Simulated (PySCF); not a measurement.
Cartesian coordinates in Å; atom numbers follow the order of the lines, from 1:
```xyz
14

C     3.003   -0.594    0.653
C     1.804   -0.565    0.824
C     0.360   -0.517    1.013
C    -0.324    0.560    0.187
C    -1.847    0.473    0.006
Si   -0.873    0.275   -1.573
H     4.066   -0.618    0.504
H    -0.065   -1.507    0.766
H     0.141   -0.361    2.086
H     0.048    1.568    0.410
H    -2.331   -0.418    0.425
H    -2.425    1.385    0.188
H    -0.741   -1.089   -2.142
H    -0.821    1.392   -2.548
```

Geometry: PBE0-D3(BJ)/def2-SVP; GIAO absolute shieldings from PySCF 2.14, gas phase, non-relativistic, averaged over equivalent atoms.

At BP86/pcSseg-1 (149 basis functions, 21 s wall time on 1 thread of an Arm Neoverse V1, shared host):
```csv
atoms,σ (ppm)
C2,94.2
C1,109.7
C3,153.2
C4,168.2
C5,178.7
Si6,470.2
H9,28.21
H14,28.47
H13,28.70
H7,29.57
H8,29.72
H10,30.11
H12,30.39
H11,31.05
```

Question: What do these become at PBE0/6-311+G(2d,p)?

Answer: 
| atoms | σ at PBE0/6-311+G(2d,p) | change |
| --- | --- | --- |
| C2 | 99.2 | +5.0 |
| C1 | 115.6 | +5.9 |
| C3 | 162.8 | +9.6 |
| C4 | 176.8 | +8.6 |
| C5 | 187.2 | +8.5 |
| Si6 | 478.2 | +8.0 |
| H9 | 28.54 | +0.33 |
| H14 | 28.47 | +0.00 |
| H13 | 28.67 | -0.03 |
| H7 | 29.81 | +0.24 |
| H8 | 29.95 | +0.23 |
| H10 | 30.33 | +0.22 |
| H12 | 30.72 | +0.33 |
| H11 | 31.35 | +0.30 |

The largest change is at C3 (propargylic sp3 CH2). Cost: 218 basis functions, 34 s wall time on 1 thread of an Arm Neoverse V1, shared host. The order of the carbon signals is the same at both levels.
